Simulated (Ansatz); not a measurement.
Geometry optimisation, RKS PBE0-D4/def2-SVP (Ansatz).

The input (input.yaml):

```yaml
crystal:
  periodic: [false, false, false]
  atoms:
    - { symbol: Si, position_ang: [0.0, 0.0, 0.0] }
    - { symbol: O, position_ang: [0.0, 0.0, 1.68] }
    - { symbol: H, position_ang: [-0.9095, -0.2814, 2.0171] }
    - { symbol: F, position_ang: [1.4994, 0.0, -0.5295] }
    - { symbol: F, position_ang: [-0.7489, 1.2974, -0.5295] }
    - { symbol: O, position_ang: [-0.7913, -1.3709, -0.5594] }
    - { symbol: C, position_ang: [-1.5365, -2.2685, 0.2501] }
    - { symbol: H, position_ang: [-1.2251, -2.1576, 1.3097] }
    - { symbol: H, position_ang: [-2.6187, -2.04, 0.1571] }
    - { symbol: H, position_ang: [-1.349, -3.3106, -0.083] }
basis:
  gaussian: { orbitals: def2-SVP }
hamiltonian:
  xc: pbe0
  dispersion: d4
relax:
  f_tol: 0.02
  max_steps: 40
```

Command:

```bash
$ ansatz run input.yaml --threads 4 --pin off --max-ram 5120MiB --backend cpu --events-out ev --progress --plain --runs-dir out
```

Question: Where does it end, and by what steps?

Answer: The run converged. After 19 steps the energy has fallen by 0.283 eV; H3 moved furthest, 0.98 Å.

| step | energy less start (eV) | largest force component (eV/Å) | accepted |
| --- | --- | --- | --- |
| 0 | 0.0000 | 1.923 | yes |
| 1 | -0.1430 | 1.076 | yes |
| 2 | -0.1996 | 0.210 | yes |
| 3 | -0.2117 | 0.340 | yes |
| 4 | -0.2329 | 0.232 | yes |
| 5 | -0.2524 | 0.172 | yes |
| 6 | -0.2572 | 0.127 | yes |
| 7 | -0.2631 | 0.155 | yes |
| 8 | -0.2645 | 0.150 | yes |
| 9 | -0.2658 | 0.180 | yes |
| 10 | -0.2701 | 0.159 | yes |
| 11 | -0.2763 | 0.021 | yes |
| 12 | -0.2616 | 0.599 | no |
| 13 | -0.2783 | 0.076 | yes |
| 14 | -0.2794 | 0.111 | yes |
| 15 | -0.2805 | 0.093 | yes |
| 16 | -0.2817 | 0.075 | yes |
| 17 | -0.2822 | 0.068 | yes |
| 18 | -0.2824 | 0.056 | yes |
| 19 | -0.2826 | 0.019 | yes |

```xyz
10
Properties=species:S:1:pos:R:3
Si -0.178 -0.041 0.111
O 0.099 0.153 1.708
H -0.563 0.616 2.228
F 1.191 -0.610 -0.495
F -0.507 1.354 -0.599
O -1.423 -1.027 -0.241
C -1.542 -2.368 0.170
H -1.397 -2.476 1.259
H -2.552 -2.722 -0.083
H -0.809 -3.011 -0.345
```

Whether the end is a true minimum wasn't checked by a vibrational analysis.

Run time: 35 s on 4 threads of Arm Neoverse V1, with other jobs on the host, peak memory 0.24 GiB.
